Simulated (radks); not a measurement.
Results of a calculation; reference values are marked as such.
Dipole-allowed excitations along the series with 28 electrons in [Ar] 3d10. Level of theory: scalar-relativistic Kohn-Sham, PBE, spin-polarised, spherical densities, finite nucleus; Fermi nuclear charge, rms radius of each element as measured or else 0.836 A^(1/3) + 0.57 fm (a radial shooting solver on a logarithmic mesh with Libxc functionals). Time-dependent linear response with the Hartree and adiabatic LDA kernel, continuum included through the Sternheimer equations, no spin-orbit coupling, so fine structure and intercombination lines are absent. Lines are the poles of the dipole polarisability below minus the highest occupied eigenvalue, found on a grid refined at the orbital gaps; the lowest seven at most are given, and weak or close lines can be missed. The first line takes the name of the lowest orbital gap if no other gap lies below it; otherwise a line is named after a gap within 0.6 % of it, if that gap stands alone.

species  -e(HOMO) (eV)  lowest orbital gap (eV)  first line (eV)      f  strongest line (eV)  its f  static alpha (bohr^3)
Se6+            139.89             3d-4p 65.422   66.488 (3d-4p)  0.559       106.55 (3d-4f)  0.882                 0.3916
Br7+            175.92             3d-4p 81.780   82.973 (3d-4p)  0.556  130.68 (unassigned)   1.17                 0.2840
Kr8+            215.24             3d-4p 99.550   100.87 (3d-4p)  0.550  156.35 (unassigned)   1.50                 0.2135
Rb9+            257.80             3d-4p 118.71   120.11 (3d-4p)  0.542  183.39 (unassigned)   1.58                 0.1651
Sr10+           303.57             3d-4p 139.23   140.81 (3d-4p)  0.535  211.96 (unassigned)   1.97                 0.1305
